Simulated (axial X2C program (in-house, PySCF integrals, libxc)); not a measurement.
# Worked dissociation energy of LiCd: CCSD(T), with spin–orbit coupling

All values were computed with an in-house relativistic program for diatomic molecules. Two-component (2c) means X2C with spin–orbit coupling and atomic mean-field two-electron Coulomb and Gaunt terms. Basis: Cd dyall-cv3z [12s12p8d5f3g], Li dyall-cv3z [7s8p2d] (cores contracted in-house); Gaussian nuclei, density fitting, unrestricted open shells. Masses: Cd 113.903 u, Li 7.016 u.

Molecular state: Ω = 1/2 (⟨Sz⟩ = 0.50, ⟨Lz⟩ = 0.00 at HF).

Correlated methods: 13 electrons correlated (number of frozen shells: Cd 4 s, 3 p, 1 d; Li 1 s), 249 virtual spin orbitals or spinors in MP2, 90 natural virtuals in coupled cluster.

| Item | Value |
| --- | --- |
| E(Cd) (2M_J = 0) | -5589.502640 hartree |
| E(Li) (2M_J = 1) | -7.433285 hartree |
| E(LiCd) at Re | -5596.939047 hartree |
| ωe | 113.5 cm⁻¹ |
| ωexe | 6.43 cm⁻¹ |

(1) Work out De and D0.

Occupations by symmetry block were frozen at the best pattern of an incomplete PBE0 search. Dissociation energies refer to the lowest single-determinant-based atoms at the same level and basis. CCSD and (T) use frozen natural virtuals with an MP2 correction for the truncation; (T) itself is uncorrected, so its De runs slightly low.

The levels of this run spread widely (ωe from 114 to 161 cm⁻¹), so these constants depend on the method. The bond is weak, and without diffuse functions and with truncated virtuals even CCSD(T) can be tens of per cent off in De.

Each atomic determinant is the lowest at this level and need not be a pure J level. Totals compare only within one Hamiltonian and basis.

Answers

(1) De = -5589.502640 + (-7.433285) − (-5596.939047) = 0.00312 hartree = 0.085 eV. The zero-point energy is ωe/2 − ωexe/4 = 55 cm⁻¹ = 0.007 eV, so D0 = 0.078 eV.
